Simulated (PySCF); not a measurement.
PySCF job for Ge(OMe)(SiH3) (CH6GeOSi), SMILES [O]([Ge][SiH3])C (connectivity only; charge and spin as stated), neutral, multiplicity 1, TDA-CAM-B3LYP/def2-SVPD. Geometry: B3LYP-D3(BJ)/def2-SVP. The structure was generated by enumeration; whether it is a known compound was not checked. The values are those of a single conformer.

```python
import numpy as np
from pyscf import gto, scf, dft, tdscf

mol = gto.M(
    atom='''
    Ge    0.94557943    0.15523579    0.00000000
    O    -0.20850523    1.52356986   -0.00000000
    C    -1.61258802    1.59895321    0.00000000
    H    -2.09672279    0.60512358   -0.00000000
    H    -1.95597028    2.15088432   -0.89217007
    H    -1.95597028    2.15088432    0.89217006
    Si   -0.69951786   -1.78447225    0.00000000
    H    -1.59147258   -1.80227207    1.20590202
    H    -1.59147259   -1.80227207   -1.20590202
    H     0.06988677   -3.06955992   -0.00000001
    ''',
    basis='def2-SVPD',
    charge=0,
    spin=0,
    symmetry=True,
    max_memory=1600,
    verbose=4,
)
mf = dft.RKS(mol, xc='cam-b3lyp').density_fit(auxbasis='def2-universal-jkfit')
mf.grids.level = 3
mf.conv_tol = 1e-9
mf.max_cycle = 100
mf.kernel()
mf.grids = dft.Grids(mol).set(level=1).build(with_non0tab=True)  # coarser grid for the response kernel
td = tdscf.TDA(mf)
td.singlet = True
td.nstates = 10
td.conv_tol = 1e-4
td.positive_eig_threshold = 1e-6
td.kernel(x0=td.get_init_guess(mf, 15))
td.analyze()
tt = tdscf.TDA(mf)
tt.singlet = False
tt.nstates = 4
tt.conv_tol = 1e-4
tt.positive_eig_threshold = 1e-6
tt.kernel(x0=tt.get_init_guess(mf, 9))
tt.analyze(verbose=3)
```

Log of the run:

```
PySCF version 2.14.0

[INPUT] verbose = 4
[INPUT] num. atoms = 10
[INPUT] num. electrons = 66
[INPUT] charge = 0
[INPUT] spin (= nelec alpha-beta = 2S) = 0
[INPUT] symmetry True subgroup None
[INPUT] Mole.unit = angstrom
[INPUT] Symbol           X                Y                Z      unit          X                Y                Z       unit  Magmom
[INPUT]  1 Ge     0.945579430000   0.155235790000   0.000000000000 AA    1.786886151722   0.293353127830   0.000000000000 Bohr   0.0
[INPUT]  2 O     -0.208505230000   1.523569860000   0.000000000000 AA   -0.394017780239   2.879129767042   0.000000000000 Bohr   0.0
[INPUT]  3 C     -1.612588020000   1.598953210000   0.000000000000 AA   -3.047349709555   3.021583652894   0.000000000000 Bohr   0.0
[INPUT]  4 H     -2.096722790000   0.605123580000   0.000000000000 AA   -3.962231832234   1.143517837716   0.000000000000 Bohr   0.0
[INPUT]  5 H     -1.955970280000   2.150884320000  -0.892170070000 AA   -3.696248136989   4.064582290421  -1.685957088834 Bohr   0.0
[INPUT]  6 H     -1.955970280000   2.150884320000   0.892170060000 AA   -3.696248136989   4.064582290421   1.685957069937 Bohr   0.0
[INPUT]  7 Si    -0.699517860000  -1.784472250000   0.000000000000 AA   -1.321897174642  -3.372163829386   0.000000000000 Bohr   0.0
[INPUT]  8 H     -1.591472580000  -1.802272070000   1.205902020000 AA   -3.007447310955  -3.405800614253   2.278824550860 Bohr   0.0
[INPUT]  9 H     -1.591472590000  -1.802272070000  -1.205902020000 AA   -3.007447329852  -3.405800614253  -2.278824550860 Bohr   0.0
[INPUT] 10 H      0.069886770000  -3.069559920000  -0.000000010000 AA    0.132066855030  -5.800627571742  -0.000000018897 Bohr   0.0

nuclear repulsion = 325.787960846301
point group symmetry = Cs
symmetry origin: [ 2.86322131e-10  2.29057694e-09 -5.72644285e-10]
symmetry axis x: [ 1.00000000e+00 -2.46399697e-09  4.82889972e-10]
symmetry axis y: [-2.46399697e-09 -1.00000000e+00 -9.15936492e-11]
symmetry axis z: [-4.82889972e-10 -9.15937787e-11  1.00000000e+00]
num. orbitals of irrep A' = 101
num. orbitals of irrep A" = 52
number of shells = 65
number of NR pGTOs = 245
number of NR cGTOs = 153
basis = def2-SVPD
ecp = {}


[settings echo left out]
init E= -2482.31138958519
HOMO (A') = -0.216245896659346  LUMO (A") = -0.102374723126324  gap/eV = 3.09859
cycle= 1 E= -2482.95471480658  delta_E= -0.643  |g|= 0.742  |ddm|= 3.68
HOMO (A') = -0.221892820639194  LUMO (A") = -0.0632062292828004  gap/eV = 4.31808
cycle= 2 E= -2482.70031590526  delta_E= 0.254  |g|= 1.36  |ddm|= 1.81
HOMO (A') = -0.27738189217635  LUMO (A") = -0.0679982421414285  gap/eV = 5.69762
cycle= 3 E= -2483.05667725366  delta_E= -0.356  |g|= 0.117  |ddm|= 1.11
HOMO (A') = -0.273942977481834  LUMO (A") = -0.0567960192665096  gap/eV = 5.90887
cycle= 4 E= -2483.05895968478  delta_E= -0.00228  |g|= 0.048  |ddm|= 0.165
HOMO (A') = -0.275640030962018  LUMO (A") = -0.0568166229656479  gap/eV = 5.95449
cycle= 5 E= -2483.05927480666  delta_E= -0.000315  |g|= 0.00497  |ddm|= 0.0657
HOMO (A') = -0.27567988979068  LUMO (A") = -0.0568034241154605  gap/eV = 5.95593
cycle= 6 E= -2483.05928450819  delta_E= -9.7e-06  |g|= 0.00203  |ddm|= 0.0156
HOMO (A') = -0.275665677355779  LUMO (A") = -0.0567861241583976  gap/eV = 5.95602
cycle= 7 E= -2483.05928604077  delta_E= -1.53e-06  |g|= 0.000641  |ddm|= 0.00645
HOMO (A') = -0.275667020444496  LUMO (A") = -0.0567692093536785  gap/eV = 5.95651
cycle= 8 E= -2483.05928625141  delta_E= -2.11e-07  |g|= 0.000175  |ddm|= 0.00277
HOMO (A') = -0.275690541069896  LUMO (A") = -0.0567918260144462  gap/eV = 5.95654
cycle= 9 E= -2483.05928627003  delta_E= -1.86e-08  |g|= 3.96e-05  |ddm|= 0.000814
HOMO (A') = -0.275684518596326  LUMO (A") = -0.0567845393733002  gap/eV = 5.95657
cycle= 10 E= -2483.05928627103  delta_E= -9.96e-10  |g|= 7.87e-06  |ddm|= 0.00017
HOMO (A') = -0.275685483342516  LUMO (A") = -0.0567855291859587  gap/eV = 5.95657
Extra cycle  E= -2483.05928627108  delta_E= -5.46e-11  |g|= 4e-06  |ddm|= 3.02e-05
converged SCF energy = -2483.05928627108
tot grids = 39024
Overwritten attributes  positive_eig_threshold  of <class 'pyscf.tdscf.rks.TDA'>


******** <class 'pyscf.tdscf.rks.TDA'> for <class 'pyscf.df.df_jk.DFSymAdaptedRKS'> ********
nstates = 10 singlet
deg_eia_thresh = 1.000e-03
wfnsym = None
conv_tol = 0.0001
eigh lindep = 1e-12
eigh level_shift = 0
eigh max_cycle = 100


Excitation energies (eV)
[2.42731005 4.88572596 5.12024871 5.71640981 5.91873188 6.20716212
 6.46459286 6.58159862 6.65137197 6.83315311]

** Singlet excitation energies and oscillator strengths **
Excited State   1:   A"      2.42731 eV    510.79 nm  f=0.0037
      33 -> 34       -0.70294
Excited State   2:   A"      4.88573 eV    253.77 nm  f=0.0113
      32 -> 34        0.69601
Excited State   3:   A'      5.12025 eV    242.14 nm  f=0.0279
      33 -> 35       -0.60158
      33 -> 37        0.33478
Excited State   4:   A'      5.71641 eV    216.89 nm  f=0.0823
      31 -> 34       -0.66778
      32 -> 37        0.10079
      33 -> 36        0.11359
Excited State   5:   A'      5.91873 eV    209.48 nm  f=0.1239
      31 -> 34       -0.10740
      33 -> 36       -0.59997
      33 -> 37       -0.29489
      33 -> 38        0.15146
Excited State   6:   A'      6.20716 eV    199.74 nm  f=0.5373
      29 -> 34        0.15154
      33 -> 35        0.32464
      33 -> 36       -0.27720
      33 -> 37        0.51840
Excited State   7:   A"      6.46459 eV    191.79 nm  f=0.0000
      30 -> 34        0.69746
Excited State   8:   A'      6.58160 eV    188.38 nm  f=0.0248
      29 -> 34       -0.19981
      33 -> 36       -0.12170
      33 -> 38       -0.50816
      33 -> 40        0.40882
Excited State   9:   A"      6.65137 eV    186.40 nm  f=0.0167
      33 -> 39       -0.68391
Excited State  10:   A'      6.83315 eV    181.45 nm  f=0.2064
      29 -> 34       -0.63507
      33 -> 37        0.11186
      33 -> 38        0.14756
      33 -> 40       -0.10722
      33 -> 41        0.14996

** Transition electric dipole moments (AU) **
state          X           Y           Z        Dip. S.      Osc.
  1        -0.0000      0.0000      0.2480      0.0615      0.0037
  2        -0.0000     -0.0000      0.3076      0.0946      0.0113
  3         0.2025      0.4263      0.0000      0.2228      0.0279
  4        -0.4765      0.6005     -0.0000      0.5876      0.0823
  5         0.7150      0.5858     -0.0000      0.8544      0.1239
  6        -1.3002     -1.3575     -0.0000      3.5333      0.5373
  7         0.0000      0.0000     -0.0008      0.0000      0.0000
  8         0.2476     -0.3039     -0.0000      0.1536      0.0248
  9         0.0000     -0.0000      0.3202      0.1025      0.0167
 10        -0.9866     -0.5095      0.0000      1.2330      0.2064

** Transition velocity dipole moments (imaginary part, AU) **
state          X           Y           Z        Dip. S.      Osc.
  1        -0.0000      0.0000     -0.0123      0.0002      0.0011
  2        -0.0000      0.0000      0.0025      0.0000      0.0000
  3        -0.0376      0.0329      0.0000      0.0025      0.0088
  4        -0.0542      0.0269     -0.0000      0.0037      0.0116
  5         0.1318      0.0697     -0.0000      0.0222      0.0681
  6        -0.2187     -0.2454     -0.0000      0.1080      0.3158
  7        -0.0000     -0.0000      0.0150      0.0002      0.0006
  8         0.0369     -0.0482      0.0000      0.0037      0.0102
  9         0.0000      0.0000      0.0173      0.0003      0.0008
 10        -0.1496     -0.1059      0.0000      0.0336      0.0892

** Transition magnetic dipole moments (imaginary part, AU) **
state          X           Y           Z
  1        -0.5843      0.9365     -0.0000
  2         0.5581      0.4136     -0.0000
  3         0.0000     -0.0000     -1.2153
  4         0.0000     -0.0000     -0.4693
  5        -0.0000     -0.0000     -0.3940
  6         0.0000      0.0000      0.7583
  7         0.1772      0.0441     -0.0000
  8         0.0000     -0.0000      0.8639
  9        -0.3167      0.5156      0.0000
 10        -0.0000      0.0000      0.1707


******** <class 'pyscf.tdscf.rks.TDA'> for <class 'pyscf.df.df_jk.DFSymAdaptedRKS'> ********
nstates = 4 triplet
deg_eia_thresh = 1.000e-03
wfnsym = None
conv_tol = 0.0001
eigh lindep = 1e-12
eigh level_shift = 0
eigh max_cycle = 100


Excitation energies (eV)
[1.57523251 4.22086582 4.31909636 4.38765093]

** Triplet excitation energies and oscillator strengths **
Excited State   1:   A"      1.57523 eV    787.09 nm  f=0.0000
Excited State   2:   A'      4.22087 eV    293.74 nm  f=0.0000
Excited State   3:   A"      4.31910 eV    287.06 nm  f=0.0000
Excited State   4:   A'      4.38765 eV    282.58 nm  f=0.0000
```

The calculation finished and met its thresholds.

Cost: around 4 core-minutes (rough).
